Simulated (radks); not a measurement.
Ti4+, configuration [Ar]. Method: scalar-relativistic Kohn-Sham, exchange-only r2SCAN, spin-polarised, spherical densities, finite nucleus; meta-GGA in the generalised Kohn-Sham scheme; Fermi nuclear charge, rms radius 3.5921 fm; computed with a radial shooting solver on a logarithmic mesh with Libxc functionals.

Normalised radial functions P(r) = r R(r), r in bohr:

r,2s,2p
0.006531,0.3486,0.0140
0.009213,0.4601,0.0266
0.0131,0.5945,0.0510
0.01848,0.7333,0.0948
0.02628,0.8526,0.1750
0.03706,0.8927,0.3086
0.0527,0.7724,0.5269
0.07434,0.4111,0.8354
0.1057,-0.2417,1.2298
0.1491,-1.0402,1.6040
0.212,-1.6958,1.8029
0.2991,-1.8144,1.6494
0.4252,-1.3215,1.1389
0.5998,-0.6237,0.5493
0.8529,-0.1693,0.1630
1.203,-0.0232,0.0262
1.711,-0.0011,0.0017
2.413,0.0000,0.0000
3.431,0.0000,0.0000

2s: eigenvalue -599.22 eV, 1 radial node at r = 0.0942 bohr, <r> = 0.324 bohr, 90 % of the charge inside 0.503 bohr. 2p: eigenvalue -503.67 eV, 0 radial nodes, <r> = 0.289 bohr, 90 % of the charge inside 0.475 bohr.
